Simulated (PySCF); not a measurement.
# How far are cheaper levels from CCSD(T)/CBS for ZnC?

PySCF; the state is a triplet (π ↑↑). The composite is CCSD(T) extrapolated to the basis-set limit from two correlation-consistent sets, with core-valence (CV) and scalar-relativistic (SR) terms as its label shows; it has no spin–orbit coupling and nothing beyond (T). Here it is CCSD(T)/CBS(DT). It gives Re = 1.960 Å, ωe = 504 cm⁻¹ and De = 1.06 eV to Zn + C.

| level | basis | relativity | Re (Å) | ωe (cm⁻¹) | De (eV) |
| --- | --- | --- | --- | --- | --- |
| ROHF-MP2 | x2c-TZVPPall | spin-free X2C | 1.916 | 513 | 0.97 |
| ROHF-SCS-MP2 | x2c-TZVPPall | spin-free X2C | 1.950 | 473 | 0.75 |
| ROHF-CCSD(T) | pcseg-1 | no relativity | 2.000 | 486 | 0.86 |
| PBE | pcseg-1 | no relativity | 1.988 | 470 | 1.39 |
| revPBE | pcseg-1 | no relativity | 2.008 | 452 | 1.23 |
| TPSS | x2c-TZVPPall | spin-free X2C | 1.954 | 490 | 1.41 |
| r²SCAN | x2c-TZVPPall | spin-free X2C | 1.937 | 513 | 1.44 |
| PBE0 | cc-pVDZ-PP/cc-pVDZ | scalar-relativistic core potentials | 1.957 | 495 | 1.25 |
| PBE0 | x2c-TZVPPall | spin-free X2C | 1.966 | 484 | 1.23 |
| B97-3 | x2c-TZVPPall | spin-free X2C | 2.002 | 448 | 1.02 |

Problem. Give the difference of each row from the composite.

Solution. 

| level | basis | ΔRe (pm) | Δωe (%) | ΔDe (eV) |
| --- | --- | --- | --- | --- |
| ROHF-MP2 | x2c-TZVPPall | -4.4 | +1.8 | -0.09 |
| ROHF-SCS-MP2 | x2c-TZVPPall | -1.0 | -6.2 | -0.31 |
| ROHF-CCSD(T) | pcseg-1 | +4.0 | -3.6 | -0.20 |
| PBE | pcseg-1 | +2.8 | -6.7 | +0.33 |
| revPBE | pcseg-1 | +4.8 | -10.3 | +0.17 |
| TPSS | x2c-TZVPPall | -0.6 | -2.8 | +0.35 |
| r²SCAN | x2c-TZVPPall | -2.3 | +1.8 | +0.38 |
| PBE0 | cc-pVDZ-PP/cc-pVDZ | -0.3 | -1.8 | +0.19 |
| PBE0 | x2c-TZVPPall | +0.6 | -4.0 | +0.17 |
| B97-3 | x2c-TZVPPall | +4.2 | -11.1 | -0.04 |

Problem. Which rows come closest in De?

Solution. B97-3 in x2c-TZVPPall (-0.04 eV), counted from the composite.

Correlated steps freeze the inner cores (5 to 6 orbitals); shallow outer-core shells are correlated. Correlated levels converge slowly with the basis: in double zeta they bind strong bonds too weakly, by up to about 1 eV, and carry superposition errors of some tenths. The CCSD T1 diagnostic is raised in ZnC, a sign that a single reference may not be enough there. The state is the lowest determinant that a PBE0 search found; another state may lie lower at other levels.
